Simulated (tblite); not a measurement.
I3Zr, charge +1, singlet, geometry from GFN2-xTB (such geometries of metal compounds can be far from the true shape) (the multiplicity is a formal guess); GFN1-xTB with ALPB(water) (tblite).

Input for tblite:
```
$ tblite run mol.xyz --method gfn1 --charge 1 --spin 0 --alpb water --json tblite.json --no-restart

# file mol.xyz
4

Zr    -0.39336319     0.40525880     0.89381686
I     -1.84730484    -1.56262782    -0.41912409
I      0.06718708     2.11587631    -1.24441120
I      2.07699564    -0.85910419     0.98895652
```

The log (banner, timings and long lists left out):

```
xTB calculator
 | screened Coulomb repulsion
 | Coulomb electrostatics
 |  * isotropic Klopman-Ohno-Mataga-Nishimoto electrostatics
 |  * onsite third-order electrostatics
 | DFT-D3(BJ) dispersion correction
 | Interactions (3)
 | [1] alpb/gbsa reaction field model
 | [2] cds contribution to solvation
 | [3] empirical free energy shift and standard state/solvent correction

halogen bonding energy    0.0000000000000E+00 Eh
repulsion energy          4.6820312860802E-02 Eh
dispersion energy        -2.7889422395775E-03 Eh
interaction energy       -5.2635801327038E-03 Eh
number of electrons       2.4000000000000E+01 e
integral cutoff           4.0000000000000E+01 bohr

------------------------------------------------------------
  cycle        total energy    energy error   density error
------------------------------------------------------------
      1     -12.28257464239  -1.2321342E+01   8.4227838E-01
      2     -12.31855836790  -3.5983726E-02   1.4905938E+00
      3     -12.56021135733  -2.4165299E-01   5.9463081E-01
      4     -12.90891642736  -3.4870507E-01   7.6027361E-02
      5     -12.80402902360   1.0488740E-01   2.8849295E-01
      6     -12.90388080630  -9.9851783E-02   1.1024409E-01
      7     -12.91422536813  -1.0344562E-02   4.1156106E-02
      8     -12.91574584767  -1.5204795E-03   5.1509869E-03
      9     -12.91576875512  -2.2907444E-05   4.7240056E-04
     10     -12.91576893324  -1.7812404E-07   9.9120171E-05
     11     -12.91576893425  -1.0123991E-09   9.2009240E-05
     12     -12.91576894210  -7.8495965E-09   7.1989190E-07
------------------------------------------------------------

electronic energy        -1.2954536732593E+01 Eh
total energy             -1.2915768942104E+01 Eh

Post processing:
 | Mayer-Wiberg bond orders

[Info] JSON dump of results written to 'tblite.json'
```
